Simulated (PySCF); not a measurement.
**Hg²⁺: excitation energy**

Hg²⁺ [Xe] 4f14 5d10 (1S) → Hg²⁺ [Xe] 4f14 5d9 6s1 (3D), as a difference of total energies. All numbers are calculated (PySCF 2.14, a scalar-relativistic core potential, in aug-cc-pVTZ-PP with one added diffuse shell each of s, p, d, f, g type with ECP60MDF (7s7p6d4f3g, 113 functions)). Correlated levels: valence: 5s2 5p6 frozen. The calculations carry no spin-orbit coupling.

```tsv
method	excitation energy (eV)
UHF	5.867
LDA	5.505
PBE	5.543
PBE0	5.766
r2SCAN	5.563
wB97X-V	6.036
B2PLYP	5.878
MP2 (valence)	6.271
```

Q: Estimate what SCS-MP2 (valence) gives.

A: 6.368 eV, closest to MP2 (valence) among the rows shown.

Q: Estimate what M06 gives.

A: 6.516 eV, closest to MP2 (valence) among the rows shown.
